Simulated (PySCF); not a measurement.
C5H10.

```xyz
15

C      1.5951    -1.1697     0.2622
C      0.6481    -0.7219    -0.5635
C     -0.6030     0.0251    -0.1915
C     -0.6562     1.3614    -0.9358
C     -0.7874     0.2164     1.3065
H      1.5366    -1.0345     1.3457
H      2.4731    -1.6966    -0.1202
H      0.7753    -0.8915    -1.6411
H     -1.4499    -0.5848    -0.5629
H     -1.6098     1.8797    -0.7503
H     -0.5537     1.2233    -2.0234
H      0.1609     2.0223    -0.6046
H     -1.7368     0.7310     1.5177
H      0.0245     0.8293     1.7307
H     -0.7992    -0.7454     1.8412
```
Charge 0, spin multiplicity 1.

Geometry: PBE0-D3(BJ)/def2-SVP. One conformer was computed; it need not be the lowest.

Level of theory: PBE0/pcSseg-1 in PySCF. Non-relativistic, no solvent.

Computed absolute GIAO shielding of each atom: isotropic value and principal components (ppm):
| atom | σ(iso) | σ11 | σ22 | σ33 | span |
|---|---|---|---|---|---|
| C1 | 66.4 | -45.6 | 77.1 | 167.7 | 213.3 |
| C2 | 29.9 | -94.7 | 38.3 | 146.2 | 240.9 |
| C3 | 151.1 | 139.7 | 155.3 | 158.2 | 18.5 |
| C4 | 160.0 | 145.3 | 150.8 | 183.9 | 38.5 |
| C5 | 165.4 | 153.3 | 160.4 | 182.6 | 29.3 |
| H6 | 26.1 | 23.0 | 24.5 | 30.8 | 7.8 |
| H7 | 26.0 | 23.7 | 24.9 | 29.5 | 5.8 |
| H8 | 25.1 | 22.9 | 24.0 | 28.2 | 5.3 |
| H9 | 29.1 | 25.8 | 26.8 | 34.8 | 9.0 |
| H10 | 30.2 | 26.0 | 28.1 | 36.5 | 10.5 |
| H11 | 30.0 | 26.0 | 27.7 | 36.4 | 10.4 |
| H12 | 30.6 | 27.3 | 28.9 | 35.7 | 8.4 |
| H13 | 30.3 | 26.1 | 28.4 | 36.3 | 10.2 |
| H14 | 30.5 | 27.6 | 28.2 | 35.5 | 7.9 |
| H15 | 30.0 | 25.9 | 27.6 | 36.5 | 10.6 |
